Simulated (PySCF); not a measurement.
Ru⁺ (ruthenium, charge +1) across methods

[Kr] 4d7, high-spin 4F determinant. Calculation: PySCF 2.14, in aug-cc-pVDZ-PP with ECP28MDF (5s5p4d2f, 54 functions); a scalar-relativistic core potential.

```json
{"method": "PBE", "E (hartree)": "-94.2147", "mean ε 4p β (eV)": "-52.752", "mean ε 4d α (eV)": "-13.291", "mean ε 4d β (eV)": "-11.699", "Σ⟨r²⟩ (bohr²)": "34.51", "⟨S²⟩": "3.751"}
{"method": "PBE0", "E (hartree)": "-94.2049", "mean ε 4p β (eV)": "-55.536", "mean ε 4d α (eV)": "-14.876", "mean ε 4d β (eV)": "-13.119", "Σ⟨r²⟩ (bohr²)": "34.10", "⟨S²⟩": "3.752"}
{"method": "BHandHLYP", "E (hartree)": "-94.1293", "mean ε 4p β (eV)": "-58.296", "mean ε 4d α (eV)": "-16.344", "mean ε 4d β (eV)": "-14.559", "Σ⟨r²⟩ (bohr²)": "33.93", "⟨S²⟩": "3.753"}
{"method": "r2SCAN", "E (hartree)": "-94.2362", "mean ε 4p β (eV)": "-53.683", "mean ε 4d α (eV)": "-13.531", "mean ε 4d β (eV)": "-11.670", "Σ⟨r²⟩ (bohr²)": "34.13", "⟨S²⟩": "3.753"}
{"method": "PW91", "E (hartree)": "-94.2615", "mean ε 4p β (eV)": "-52.834", "mean ε 4d α (eV)": "-13.357", "mean ε 4d β (eV)": "-11.781", "Σ⟨r²⟩ (bohr²)": "34.51", "⟨S²⟩": "3.751"}
{"method": "LDA", "E (hartree)": "-93.9900", "mean ε 4p β (eV)": "-52.917", "mean ε 4d α (eV)": "-13.491", "mean ε 4d β (eV)": "-11.787", "Σ⟨r²⟩ (bohr²)": "34.73", "⟨S²⟩": "3.751"}
{"method": "BP86", "E (hartree)": "-94.2887", "mean ε 4p β (eV)": "-52.922", "mean ε 4d α (eV)": "-13.377", "mean ε 4d β (eV)": "-11.874", "Σ⟨r²⟩ (bohr²)": "34.45", "⟨S²⟩": "3.751"}
{"method": "B97-3", "E (hartree)": "-94.2290", "mean ε 4p β (eV)": "-55.793", "mean ε 4d α (eV)": "-14.837", "mean ε 4d β (eV)": "-13.233", "Σ⟨r²⟩ (bohr²)": "34.02", "⟨S²⟩": "3.753"}
{"method": "UHF", "E (hartree)": "-93.58104", "mean ε 4p β (eV)": "-62.824", "mean ε 4d α (eV)": "-18.971", "mean ε 4d β (eV)": "-16.536", "Σ⟨r²⟩ (bohr²)": "33.53", "⟨S²⟩": "3.755"}
```

Energies and moments cover only the electrons outside the core potential.
